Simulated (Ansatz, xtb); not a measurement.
**Relative energy of two isomers of C4H9ClSi**

We compare I, `C/C=C/[Si@H](C)Cl`, a singlet, with II, `C=C[Si@H](Cl)CC`, a singlet. Both are isolated molecules in the gas phase, relaxed with r2SCAN-D4/def2-SVP; the shapes shown needn't be the lowest conformers.

I (Å):

```yaml
atoms:
  - { symbol: C, position_ang: [-1.0727, -2.4824, -0.2487] }
  - { symbol: C, position_ang: [-0.5395, -1.2301, 0.3655] }
  - { symbol: C, position_ang: [0.7230, -0.7719, 0.2590] }
  - { symbol: C, position_ang: [2.0692, 1.9821, -0.1777] }
  - { symbol: Cl, position_ang: [2.7452, 0.3750, 2.4922] }
  - { symbol: Si, position_ang: [1.2910, 0.8070, 1.0481] }
  - { symbol: H, position_ang: [-1.4692, -3.1595, 0.5277] }
  - { symbol: H, position_ang: [-0.3023, -3.0199, -0.8212] }
  - { symbol: H, position_ang: [-1.9196, -2.2607, -0.9213] }
  - { symbol: H, position_ang: [-1.2652, -0.6491, 0.9562] }
  - { symbol: H, position_ang: [1.4396, -1.3689, -0.3264] }
  - { symbol: H, position_ang: [0.1364, 1.4352, 1.7539] }
  - { symbol: H, position_ang: [2.4345, 2.8926, 0.3227] }
  - { symbol: H, position_ang: [1.3373, 2.2772, -0.9473] }
  - { symbol: H, position_ang: [2.9250, 1.5051, -0.6815] }
```

II (Å):

```yaml
atoms:
  - { symbol: C, position_ang: [0.1881, -2.2559, -2.6929] }
  - { symbol: C, position_ang: [0.8215, -1.1637, -2.2391] }
  - { symbol: C, position_ang: [0.1643, 0.8723, -0.0032] }
  - { symbol: C, position_ang: [-1.3477, 0.8381, -0.2390] }
  - { symbol: Cl, position_ang: [0.2403, -2.2674, 0.7138] }
  - { symbol: Si, position_ang: [1.0492, -0.7242, -0.4414] }
  - { symbol: H, position_ang: [-0.2345, -2.9972, -2.0041] }
  - { symbol: H, position_ang: [0.0685, -2.4555, -3.7646] }
  - { symbol: H, position_ang: [1.2277, -0.4569, -2.9800] }
  - { symbol: H, position_ang: [2.4982, -0.6220, -0.0985] }
  - { symbol: H, position_ang: [0.3938, 1.1081, 1.0517] }
  - { symbol: H, position_ang: [0.6381, 1.6765, -0.5984] }
  - { symbol: H, position_ang: [-1.5865, 0.6312, -1.2947] }
  - { symbol: H, position_ang: [-1.8232, 0.0485, 0.3641] }
  - { symbol: H, position_ang: [-1.8214, 1.7956, 0.0295] }
```

Task: Estimate E(II) − E(I) at the level CCSD(T)/def2-SVP + ΔMP2/def2-TZVPP.

Result: Calculated at CCSD(T)/def2-SVP + ΔMP2/def2-TZVPP: E(II) − E(I) = +5.5 kcal/mol, so structure I lies lower.

How the difference moves with the method:

| level | geometry | E(II) − E(I) (kcal/mol) | departure from the last row (kcal/mol) | job, with rough time for the two |
| --- | --- | --- | --- | --- |
| GFN2-xTB | GFN2-xTB | +6.6 | +1.1 | optimisation, 0.21 s |
| HF/STO-3G | GFN2-xTB | +6.5 | +1.0 | single point, 0.28 s |
| r2SCAN-D4/def2-SVP//GFN2-xTB | GFN2-xTB | +6.2 | +0.6 | single point, 3.1 s |
| r2SCAN-D4/def2-SVP | r2SCAN-D4/def2-SVP | +6.2 | +0.7 | optimisation, 38 s |
| HF/def2-SVP | r2SCAN-D4/def2-SVP | +6.3 | +0.8 | part of the CCSD(T) run |
| MP2/def2-SVP | r2SCAN-D4/def2-SVP | +5.2 | −0.3 | part of the CCSD(T) run |
| CCSD(T)/def2-SVP | r2SCAN-D4/def2-SVP | +4.7 | −0.9 | single point |
| CCSD(T)/def2-SVP + ΔMP2/def2-TZVPP | r2SCAN-D4/def2-SVP | +5.5 |  | single point, 45 s |

As drawn, both hold the same kinds of bond in the same numbers. Structure I has 2 methyl groups, II 1.

None of the levels shown reverses the order. The largest departure from CCSD(T)/def2-SVP + ΔMP2/def2-TZVPP is that of GFN2-xTB, 1.1 kcal/mol. The last row adds to CCSD(T) the change of the MP2 difference between the two basis sets, here +0.9 kcal/mol.

With thermal terms from frequencies at re-optimised GFN2-xTB minima (ideal gas, soft modes damped towards free rotors, one conformer each, 298.15 K, 1 atm): on the last row, ΔE + ΔZPE = +6.1, ΔH = +5.9, ΔG = +6.6 kcal/mol.

The correlated steps freeze 14 core orbitals. Programs: Ansatz 0.2.0, xtb 6.7.1; the last row on 4 threads of Arm Neoverse V2 on a shared host.
